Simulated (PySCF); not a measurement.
C4H11ClSi2.
Atom-mapped SMILES: `[CH2:1]=[CH:2][CH2:3][SiH2:4][SiH2:5][CH2:6][Cl:7]` (hydrogens: H8, H9 on C1; H10 on C2; H11, H12 on C3; H13, H14 on Si4; H15, H16 on Si5; H17, H18 on C6)

Method used: PySCF, TDDFT wB97X-D/def2-SVPD, vertical, gas phase, core orbitals frozen in the response. Isolated species at its PBE0-D3(BJ)/def2-SVP geometry (one conformer only). Torsions of this conformer, `[CH2:1]=[CH:2][CH2:3][SiH2:4][SiH2:5][CH2:6][Cl:7]`: C1–C2–C3–Si4 114°, C2–C3–Si4–Si5 -55°, C3–Si4–Si5–C6 58°, Si4–Si5–C6–Cl7 48°.

Problem. List the vertical singlet excitations with oscillator strengths and describe the spectrum.

Solution. 

| state | E (eV) | λ (nm) | ν̃ (cm⁻¹) | f | \|μ\| (D) | main configurations (H = HOMO, L = LUMO) |
| --- | --- | --- | --- | --- | --- | --- |
| S1 | 6.62 | 187.2 | 53430 | 0.208 | 2.88 | H→L (66%), H→L+1 (18%), H→L+2 (10%) |
| S2 | 6.77 | 183.0 | 54640 | 0.022 | 0.93 | H-1→L (20%), H-2→L (13%), H-1→L+3 (12%) |
| S3 | 6.87 | 180.6 | 55370 | 0.019 | 0.86 | H→L+1 (39%), H→L+2 (39%) |
| S4 | 7.07 | 175.4 | 57010 | 0.026 | 0.98 | H→L+2 (30%), H-1→L+1 (14%), H→L (12%) |
| S5 | 7.22 | 171.6 | 58270 | 0.0071 | 0.51 | H-3→L (34%), H-3→L+3 (18%), H-3→L+1 (16%) |
| S6 | 7.24 | 171.2 | 58430 | 0.014 | 0.72 | H-1→L+2 (40%), H-2→L+2 (12%) |
| S7 | 7.44 | 166.6 | 60020 | 0.016 | 0.75 | H-1→L+1 (37%), H-2→L+1 (10%), H-1→L+3 (10%) |
| S8 | 7.56 | 164.0 | 60980 | 0.013 | 0.67 | H-2→L+1 (22%), H-2→L+2 (12%), H-2→L+3 (10%) |
| S9 | 7.66 | 161.8 | 61800 | 0.131 | 2.13 | H-1→L (21%), H-2→L (20%), H-1→L+2 (16%) |
| S10 | 7.72 | 160.7 | 62230 | 0.020 | 0.83 | H→L+3 (35%), H-1→L (15%) |

Triplets, Tamm–Dancoff:

```tsv
state	E (eV)	λ (nm)	main configurations (H = HOMO, L = LUMO)
T1	4.33	286.4	H→L (42%), H→L+1 (34%)
T2	6.14	201.9	H-1→L (24%), H-1→L+1 (15%), H-2→L (11%)
T3	6.30	196.8	H→L+2 (15%), H-1→L+2 (13%), H-1→L+1 (10%)
T4	6.46	192.0	H-1→L+1 (16%), H-2→L+1 (15%), H→L+2 (13%)
```

The lowest singlet lies at 6.62 eV (187 nm, vacuum ultraviolet) and is strong; its leading configuration is HOMO→LUMO (66%). The lowest level is also the most intense of those listed (f = 0.208). Löwdin shares by element: HOMO carbon 73% or more, silicon 8% or more (atoms not listed hold the other 19%); LUMO carbon 29% or more, chlorine 14%, silicon 11% or more (atoms not listed hold the other 46%). The oscillator strengths of these states sum to 0.476; summed over the whole spectrum of an exact calculation they would give the number of electrons, 80 (Thomas–Reiche–Kuhn). Of the 10 states listed, 9 reach f = 0.01 and none stays under 0.0005. Orbital energies (eV): HOMO-3 -10.48, HOMO-2 -10.09, HOMO-1 -9.89, HOMO -9.12, LUMO 1.53, LUMO+1 1.64, LUMO+2 1.76. The vertical ionisation energy (ΔSCF) is 9.23 eV, 1.52 eV above S10. Singlets were solved by full linear response, triplets in the Tamm–Dancoff approximation.
